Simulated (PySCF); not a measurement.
C3H3BO2. Atoms are numbered in the order given.

```xyz
9

C      0.8939     2.2924     0.0000
C      0.2572     1.2549     0.0000
B     -0.5394    -0.0515     0.0000
O     -1.8873    -0.0855     0.0000
C      0.1862    -1.4856     0.0000
O      1.3860    -1.6289     0.0000
H      1.4679     3.2023     0.0000
H     -2.2946     0.7886     0.0000
H     -0.4891    -2.3880     0.0000
```

Coordinates come from a PBE0-D3(BJ)/def2-SVP optimisation. This is a generated structure with no PubChem entry under its InChIKey; it may be hypothetical. One conformer was computed; it need not be the lowest.

These are TDDFT-LC-ωPBE/def2-SVPD in PySCF values and carry that method's errors.

Vertical excitations. Isolated molecule, no solvent. State labels are in the subgroup Cs.

Computed excitation energies, oscillator strengths and character:
| state | symmetry | energy (eV) | λ (nm) | f | main pairs |
|---|---|---|---|---|---|
| S1 | A" | 2.87 | 432 | 0.000 | HOMO→LUMO 84 %, HOMO→LUMO+2 14 % |
| S2 | A" | 5.03 | 247 | 0.000 | HOMO−1→LUMO 74 %, HOMO−1→LUMO+2 19 % |
| S3 | A' | 5.84 | 212 | 0.055 | HOMO−2→LUMO 66 %, HOMO−1→LUMO+3 13 %, HOMO−2→LUMO+2 10 % |
| S4 | A" | 6.30 | 197 | 0.001 | HOMO→LUMO+2 65 %, HOMO→LUMO 13 % |
| S5 | A" | 6.75 | 184 | 0.000 | HOMO−2→LUMO+3 58 %, HOMO−2→LUMO+5 25 %, HOMO−2→LUMO+1 11 % |
| S6 | A" | 7.45 | 166 | 0.000 | HOMO−4→LUMO 81 % |
| S7 | A' | 7.45 | 166 | 0.025 | HOMO→LUMO+1 40 %, HOMO→LUMO+3 35 %, HOMO→LUMO+5 9 % |
| S8 | A' | 7.65 | 162 | 0.069 | HOMO→LUMO+3 42 %, HOMO→LUMO+1 40 % |
| S9 | A' | 7.95 | 156 | 0.131 | HOMO−2→LUMO 27 %, HOMO−2→LUMO+2 26 %, HOMO−1→LUMO+3 19 %, HOMO−1→LUMO+5 8 % |
| S10 | A" | 8.01 | 155 | 0.000 | HOMO−1→LUMO+2 58 %, HOMO−1→LUMO 16 % |
| T1 | A" | 2.13 | 582 | 0 | HOMO→LUMO 81 %, HOMO→LUMO+2 16 % |
| T2 | A' | 4.30 | 288 | 0 | HOMO−2→LUMO 62 %, HOMO−2→LUMO+2 27 % |
| T3 | A" | 4.62 | 269 | 0 | HOMO−1→LUMO 65 %, HOMO−1→LUMO+2 22 % |
| T4 | A' | 5.34 | 232 | 0 | HOMO−1→LUMO+3 41 %, HOMO−1→LUMO+5 20 %, HOMO−3→LUMO 11 % |
Triplets are in the Tamm–Dancoff approximation, which puts them higher than full response would, so one can lie above its singlet here.
